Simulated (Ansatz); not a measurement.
C₂H₁₀N₂Si, SMILES `CN[SiH](C)N`. The species carries charge 0 and has multiplicity 1. The geometry is a stationary point of PBE0-D4/def2-TZVP. It is one conformer, not always the lowest.

```xyz
15

C    -1.690   -0.565    1.028
N    -0.368   -0.041    1.288
Si    0.757    0.442    0.090
C     1.313   -0.877   -1.111
N     0.008    1.649   -0.876
H    -1.730   -1.662    1.020
H    -2.415   -0.208    1.767
H    -2.029   -0.214    0.051
H    -0.019   -0.233    2.212
H     1.935    0.884    0.898
H     1.809   -1.693   -0.579
H     0.465   -1.296   -1.659
H     2.024   -0.479   -1.842
H     0.299    1.801   -1.827
H    -0.358    2.490   -0.461
```

(1) What is the dipole moment at r2SCAN/def2-TZVPP? (Estimate.)

(2) And with PBE, B3LYP, ωB97M-V? (Best estimate.)

(3) Give the Mulliken charges with r2SCAN, ωB97M-V, PBE in def2-TZVPP. (An estimate is asked.)

Results:

(1) The calculation gave: 0.48 D, with components (-0.41, 0.14, -0.19) D in this frame, pointing from negative to positive charge.

(2) The calculation gave: PBE 0.49 D, B3LYP 0.44 D, ωB97M-V 0.45 D.

(3) The calculation gave: 
| atom | r2SCAN | ωB97M-V | PBE |
| --- | --- | --- | --- |
| C1 | -0.05 | -0.24 | -0.18 |
| N2 | -0.35 | -0.30 | -0.27 |
| Si3 | 0.52 | 0.46 | 0.37 |
| C4 | -0.31 | -0.45 | -0.38 |
| N5 | -0.46 | -0.37 | -0.38 |
| H6 | 0.05 | 0.11 | 0.09 |
| H7 | 0.05 | 0.11 | 0.09 |
| H8 | 0.05 | 0.11 | 0.09 |
| H9 | 0.13 | 0.09 | 0.13 |
| H10 | -0.14 | -0.08 | -0.12 |
| H11 | 0.07 | 0.11 | 0.10 |
| H12 | 0.07 | 0.12 | 0.10 |
| H13 | 0.07 | 0.11 | 0.09 |
| H14 | 0.15 | 0.11 | 0.14 |
| H15 | 0.15 | 0.11 | 0.14 |

B3LYP here is the variant with VWN-RPA as its local correlation; programs differ in this.

Computed with Ansatz.
